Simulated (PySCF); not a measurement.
**Two-component Hartree-Fock for Pm (promethium, neutral)**

Start: [Xe] 4f5 6s2; 4f5/2 filled at m_j = -3/2, -1/2, +1/2, +3/2, +5/2. Calculated with PySCF 2.14 in x2c-QZVPPall-2c: generalised Hartree-Fock with the X2C-1e Hamiltonian and a Gaussian nucleus; one run each with spin-orbit coupling (SO) switched off, then screened by Boettger's factors.

```json
{"spinor shell": "1s1/2", "electrons": "2", "ε, spin-free (eV)": "-45407.2", "ε, screened SO (eV)": "-45400.1", "weight of nominal j (screened SO)": "1.000", "rms radius, screened SO (bohr)": "0.0264"}
{"spinor shell": "2s1/2", "electrons": "2", "ε, spin-free (eV)": "-7497.5", "ε, screened SO (eV)": "-7495.2", "weight of nominal j (screened SO)": "1.000", "rms radius, screened SO (bohr)": "0.107"}
{"spinor shell": "2p1/2", "electrons": "2", "ε, spin-free (eV)": "-6689.2", "ε, screened SO (eV)": "-7082.6", "weight of nominal j (screened SO)": "1.000", "rms radius, screened SO (bohr)": "0.0918"}
{"spinor shell": "2p3/2", "electrons": "4", "ε, spin-free (eV)": "-6689.2", "ε, screened SO (eV)": "-6518.2", "weight of nominal j (screened SO)": "1.000", "rms radius, screened SO (bohr)": "0.0979"}
{"spinor shell": "3s1/2", "electrons": "2", "ε, spin-free (eV)": "-1682.7", "ε, screened SO (eV)": "-1682.0", "weight of nominal j (screened SO)": "1.000", "rms radius, screened SO (bohr)": "0.277"}
{"spinor shell": "3p1/2", "electrons": "2", "ε, spin-free (eV)": "-1423.4", "ε, screened SO (eV)": "-1504.4", "weight of nominal j (screened SO)": "1.000", "rms radius, screened SO (bohr)": "0.269"}
{"spinor shell": "3p3/2", "electrons": "4", "ε, spin-free (eV)": "-1423.4", "ε, screened SO (eV)": "-1387.6", "weight of nominal j (screened SO)": "1.000", "rms radius, screened SO (bohr)": "0.282"}
{"spinor shell": "3d3/2", "electrons": "4", "ε, spin-free (eV)": "-1067.5", "ε, screened SO (eV)": "-1082.5", "weight of nominal j (screened SO)": "0.996", "rms radius, screened SO (bohr)": "0.254"}
{"spinor shell": "4s1/2", "electrons": "2", "ε, spin-free (eV)": "-355.43", "ε, screened SO (eV)": "-355.19", "weight of nominal j (screened SO)": "1.000", "rms radius, screened SO (bohr)": "0.630"}
{"spinor shell": "4p1/2", "electrons": "2", "ε, spin-free (eV)": "-267.64", "ε, screened SO (eV)": "-286.80", "weight of nominal j (screened SO)": "0.976", "rms radius, screened SO (bohr)": "0.651"}
{"spinor shell": "4p3/2", "electrons": "4", "ε, spin-free (eV)": "-267.64", "ε, screened SO (eV)": "-259.01", "weight of nominal j (screened SO)": "0.988", "rms radius, screened SO (bohr)": "0.678"}
{"spinor shell": "4d3/2", "electrons": "4", "ε, spin-free (eV)": "-140.50", "ε, screened SO (eV)": "-148.10", "weight of nominal j (screened SO)": "0.712", "rms radius, screened SO (bohr)": "0.742"}
{"spinor shell": "4d5/2", "electrons": "6", "ε, spin-free (eV)": "-140.50", "ε, screened SO (eV)": "-135.22", "weight of nominal j (screened SO)": "0.808", "rms radius, screened SO (bohr)": "0.746"}
{"spinor shell": "5s1/2", "electrons": "2", "ε, spin-free (eV)": "-51.875", "ε, screened SO (eV)": "-51.833", "weight of nominal j (screened SO)": "1.000", "rms radius, screened SO (bohr)": "1.56"}
{"spinor shell": "5p1/2", "electrons": "2", "ε, spin-free (eV)": "-28.325", "ε, screened SO (eV)": "-31.408", "weight of nominal j (screened SO)": "0.917", "rms radius, screened SO (bohr)": "1.75"}
{"spinor shell": "5p3/2", "electrons": "4", "ε, spin-free (eV)": "-28.325", "ε, screened SO (eV)": "-26.938", "weight of nominal j (screened SO)": "0.958", "rms radius, screened SO (bohr)": "1.87"}
{"spinor shell": "4f5/2", "electrons": "5", "ε, spin-free (eV)": "-12.781", "ε, screened SO (eV)": "-12.763", "weight of nominal j (screened SO)": "0.629", "rms radius, screened SO (bohr)": "1.11"}
{"spinor shell": "6s1/2", "electrons": "2", "ε, spin-free (eV)": "-4.785", "ε, screened SO (eV)": "-4.786", "weight of nominal j (screened SO)": "1.000", "rms radius, screened SO (bohr)": "5.02"}
```

(1) Where does 3d5/2 lie, and what is the 3d spin-orbit splitting (screened SO)?

```
   quantity     spin-free   screened SO
E (hartree)  -10013.82336  -10019.20300
        M_J           5/2           5/2
       ⟨J²⟩        13.772        13.178
       ⟨L²⟩        30.015        29.877
       ⟨S²⟩         8.757         8.715
```

The determinant has a definite M_J but mixes levels of different J.

Each row is a mean over spinors that exchange with the open shell spreads, by up to 8.472 eV (4d3/2).

Rows whose weight is well below 1 are mixtures of j = l ± 1/2: exchange outweighs spin-orbit coupling there, and the label is only the starting occupation.

Breit and QED terms are absent; they matter most for the inner s and p1/2 levels.

Densities and radii are taken from the X2C orbitals without a picture-change correction, which distorts them close to the nucleus.

Without spin-orbit coupling the j labels of p, d and f shells carry no meaning; the spin-free column gives the mean over the occupied spinors of each nl shell, and its ⟨J²⟩ belongs to a mixture of degenerate components.

Answers

(1) At -1056.6 eV, 25.877 eV above 3d3/2.
